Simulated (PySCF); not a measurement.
Computed structure and properties of [Tm(NH2)2]+

System: [Tm(NH2)2]+ (singlet in the valence; each metal's 4f electrons, 12 of them, lie in its core potential, out of spins and levels); start: displaced along the imaginary mode (C2). Method: PySCF 2.14.0, RKS PBE0, Tm lcecp-1-SVP with ECP58, N def2-SVP, H def2-SVP; non-relativistic Hamiltonian with scalar-relativistic core potentials where named; density fitting; no spin-orbit coupling.

Input of the relaxation:

```python
mol = gto.M(atom='''
Tm    -0.00000    -0.00000    -0.18641
N      1.73554     0.00587     0.92610
H      2.01033    -0.78269     1.56882
H      2.32825     0.83611     1.18663
N     -1.73554    -0.00587     0.92610
H     -2.01033     0.78269     1.56882
H     -2.32825    -0.83611     1.18663''',
    basis={'Tm': 'lcecp-1-SVP', 'N': 'def2-SVP', 'H': 'def2-SVP'},
    ecp={'Tm': 'lcecp-1-SVP'},
    charge=1, spin=0)
mf = dft.RKS(mol, xc='PBE0')
mf.grids.atom_grid = (50, 194)  # f atoms: unpruned, at least (60, 302)
mf = mf.density_fit()  # fitting sets: Tm AutoAux, N def2-universal-JKFIT, H def2-universal-JKFIT
mf.conv_tol = 1e-08; mf.max_cycle = 55
mf.kernel(dm0)  # dm0: converged density of the start geometry
# quasi-Newton relaxation in Cartesian coordinates to a largest gradient under 0.00045 Eh/bohr, steps kept in the point group
```

Run from Python with OMP_NUM_THREADS=2; the lines above give its settings. Where DIIS fails, smearing, a level shift and second-order steps follow.
It took 100 s on 2 threads of Arm Neoverse N1 (shared host), from the converged density of the start.

Course of the relaxation:

| step | energy above end (eV) | largest force component within the symmetry (eV/Å) |
| --- | --- | --- |
| 0 | 0.5020 | 1.112 |
| 1 | 0.3866 | 0.145 |
| 2 | 0.3252 | 0.524 |
| 3 | 0.3014 | 0.717 |
| 4 | 0.2596 | 0.702 |
| 5 | 0.1965 | 0.577 |
| 6 | 0.1626 | 1.174 |
| 7 | 0.1165 | 0.744 |
| 18 | 0.0024 | 0.062 |
| 19 | 0.0008 | 0.096 |
| 20 | 0.0002 | 0.053 |
| 21 | 0.0003 | 0.055 |
| 22 | 0.0000 | 0.017 |
| 23 | 0.0000 | 0.015 |
(The steps between are left out.)

Relaxed geometry (C2v):

```xyz
7

Tm    0.0000    0.0000   -0.2697
N     1.6115    0.1621    0.9699
H     1.5306    0.1668    1.9893
H     2.6079    0.2549    0.7640
N    -1.6115   -0.1621    0.9699
H    -1.5306   -0.1668    1.9893
H    -2.6079   -0.2549    0.7640
```

| contact | Å |
| --- | --- |
| Tm1–N2 (NH2) | 2.040 |
| Tm1–N5 (NH2) | 2.040 |

On the finer grid (75, 302):

```json
{
  "HOMO": "-11.74 eV",
  "LUMO": "-6.91 eV",
  "Dipole about the centre of mass": "2.80 D",
  "Set of Mulliken populations of Tm1 outside the core potential": "s 2.26, p 6.19, d 1.31, f 0.04",
  "D3(BJ) dispersion energy (not in the energies)": "-0.091 eV"
}
```

```csv
atom,Mulliken (e),Löwdin (e),spin (e)
Tm1,1.19,0.99,0.00
N2,-0.46,-0.21,0.00
H3,0.19,0.11,0.00
H4,0.18,0.11,0.00
N5,-0.46,-0.21,0.00
H6,0.19,0.11,0.00
H7,0.18,0.11,0.00
```

The 4f levels lie in the core potential and are missing. Their spin isn't counted.

On the grid (50, 194), as all that follows. Harmonic modes: a minimum; lowest 142 cm⁻¹ (negative: unstable), highest 3614 cm⁻¹, zero-point energy 1.319 eV.

Taking off one NH2 (charge -1, singlet; the rest: singlet) in vacuum, both parts rigid, costs 17.41 eV; the small basis without counterpoise inflates it. Most of it is the attraction of opposite charges; other ways to part are cheaper, and one spin state was tried for the rest.

Rigid scan of NH2 along the line from its metal:

```
distance to N2 (Å)  energy (eV)
              1.74        1.471
              1.84        0.566
              1.94        0.123
              2.04        0.000
              2.14        0.094
              2.24        0.332
              2.44        1.046
              2.74        2.313
              3.14        3.874
              3.64        5.000
```

One start shape was tried, so this needn't be the lowest isomer.

An lcecp potential fixes the number of 4f electrons, so in runs with it no electron can move into or out of that shell.
